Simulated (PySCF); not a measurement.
Gas-phase reaction: 2 GeH3 + 3 H2 + 2 GeF2 ⇌ 4 GeH3F

Energies from PySCF (xtb for GFN2), thermal terms from the rigid-rotor harmonic-oscillator model, ideal gas at 1 bar. † marks an energy on the PBE0/def2-TZVP geometry and frequencies; other levels use their own. MP2 and CCSD(T) freeze the core. Open shells (unrestricted): GeH3 (multiplicity 2); the rest are closed-shell singlets. GFN2 has no spin-polarisation term. Ge: all electrons, no relativistic terms. GeH3: computed as isolated molecules; such fragments, hydroxides, amides, oligomers or adducts are transient or little studied in the gas. MP2 isn't extrapolated to the basis-set limit; its ΔH°(298 K) is -359.5 kJ in def2-SVP and -352.9 kJ in def2-TZVPP. CCSD(T) isn't extrapolated to the basis-set limit; its ΔH°(298 K) is -345.2 kJ in def2-SVP and -347.5 kJ in def2-TZVPP. The harmonic model lacks anharmonicity and excited electronic states, which grow with temperature; levels with a mode under 35 cm⁻¹ are left out.

```csv
level,"ΔE electronic, kJ","ΔH°(298 K), kJ","ΔS°(298 K), J/K","ΔG°(2000 K), kJ"
BLYP/def2-TZVP†,-242,-205,-385,587
CCSD(T)/def2-TZVPP†,-385,-347,-385,444
GFN2-xTB,-219,-174,-389,615
MP2/def2-TZVPP†,-390,-353,-385,439
PBE0/def2-QZVP†,-358,-321,-385,471
r2SCAN/def2-TZVP†,-344,-307,-385,485
ωB97M-V/def2-TZVP†,-337,-300,-385,492
```
ΔH° is lowest at MP2/def2-TZVPP† and highest at GFN2-xTB. No reference value is set beside these.
